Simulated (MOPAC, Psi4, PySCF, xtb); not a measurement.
Conformational energy of SMILES [SiH3][CH2][GeH3] (CH₈GeSi). Scanned: dihedral H4–Si1–C2–Ge3; all other coordinates were relaxed at GFN2-xTB. Heavy atoms are numbered in the order of the SMILES [SiH3][CH2][GeH3], hydrogens after them in the order of the atoms that carry them; the mirror image has the same energies with the sign of each dihedral reversed.

PM6, restricted, heats of formation // GFN2-xTB (MOPAC); GFN1-xTB // GFN2-xTB (xtb); RKS-B3LYP/6-31G* = PySCF with restricted B3LYP/6-31G*, spherical d // GFN2-xTB; MP2/cc-pVTZ = DF-MP2 (frozen core)/cc-pVTZ // GFN2-xTB run with Psi4.

Energies relative to the lowest point of each profile, in kcal/mol; the last columns give the difference from MP2:

| φ / ° | PM6 | GFN1-xTB | RKS-B3LYP/6-31G* | MP2/cc-pVTZ | PM6 − MP2/cc-pVTZ | GFN1-xTB − MP2/cc-pVTZ | RKS-B3LYP/6-31G* − MP2/cc-pVTZ |
|---|---|---|---|---|---|---|---|
| 0 | 0.07 | 1.12 | 1.14 | 1.31 | -1.24 | -0.19 | -0.17 |
| 10 | 0.14 | 1.04 | 1.06 | 1.22 | -1.08 | -0.18 | -0.16 |
| 20 | 0.13 | 0.82 | 0.84 | 0.96 | -0.83 | -0.14 | -0.12 |
| 30 | 0.17 | 0.54 | 0.55 | 0.62 | -0.46 | -0.08 | -0.07 |
| 40 | 0.22 | 0.27 | 0.27 | 0.30 | -0.08 | -0.04 | -0.03 |
| 50 | 0.30 | 0.07 | 0.07 | 0.08 | 0.22 | -0.01 | -0.01 |
| 60 | 0.27 | 0.00 | 0.00 | 0.00 | 0.27 | 0.00 | 0.00 |
| 70 | 0.25 | 0.07 | 0.07 | 0.09 | 0.16 | -0.01 | -0.02 |
| 80 | 0.14 | 0.28 | 0.27 | 0.32 | -0.18 | -0.05 | -0.05 |
| 90 | 0.05 | 0.55 | 0.55 | 0.65 | -0.60 | -0.09 | -0.10 |
| 100 | 0.00 | 0.84 | 0.84 | 0.98 | -0.98 | -0.14 | -0.14 |
| 110 | 0.03 | 1.04 | 1.06 | 1.23 | -1.20 | -0.18 | -0.17 |

PM6 is furthest from MP2/cc-pVTZ at 0 (-1.24 kcal/mol, below); its mean absolute difference over the points is 0.61 kcal/mol.

GFN1-xTB is furthest from MP2/cc-pVTZ at 0 (-0.19 kcal/mol, below); its mean absolute difference over the points is 0.09 kcal/mol.

RKS-B3LYP/6-31G* is furthest from MP2/cc-pVTZ at 0 (-0.17 kcal/mol, below); its mean absolute difference over the points is 0.09 kcal/mol.
